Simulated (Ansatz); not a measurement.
Reaction (ligand exchange at the Al–C bond): `C[C](O)([AlH2])[SiH3]` + `O/C=N/[SiH3]` → `[AlH2][O]/C=N\[SiH3]` + `CC(O)[SiH3]`

Program: Ansatz. Geometries: PBE0-D4/def2-TZVP. ΔE: electronic, gas phase. CCSD(T)/CBS adds triple-zeta CCSD(T) − MP2 to the extrapolated MP2 energy (def2 sets, frozen cores). Double bonds are as drawn, so ΔE can hold a change between cis and trans. Functionals use def2-TZVPP. One conformer a species, not always the lowest.

```tsv
level	ΔE (kcal/mol)	difference from CCSD(T)/CBS
PBE0-D4	-30.5	2.8
ωB97X-V	-32.9	0.4
ωB97M-V	-32.4	0.9
B2PLYP	-34.8	-1.5
r2SCAN	-32.3	1.0
PBE0	-31.1	2.2
MP2/def2-TZVPP	-33.9	-0.6
SCS-MP2/def2-TZVPP	-35.1	-1.8
MP2/def2-QZVPP	-33.8	-0.5
CCSD/CBS(def2)	-34.4	-1.1
CCSD(T)/CBS	-33.3	0
```

Largest T1 diagnostic among the species: 0.015.

From PBE to PBE0 (25 % exact exchange), in def2-TZVPP and without D4, ΔE moves by −1.5 kcal/mol. In def2-TZVPP, CCSD(T) changes the Hartree–Fock value by +5.7 kcal/mol (the triples alone add +1.0 kcal/mol) and MP2 by +5.5 kcal/mol. The D4 term adds +1.1 kcal/mol with B3LYP and +0.6 kcal/mol with PBE0; it sums over pairs of atoms, weighted by their polarisabilities, and B3LYP, whose exchange is more repulsive, gets the larger term.

B3LYP here is the variant with VWN-RPA as its local correlation; programs differ in this.
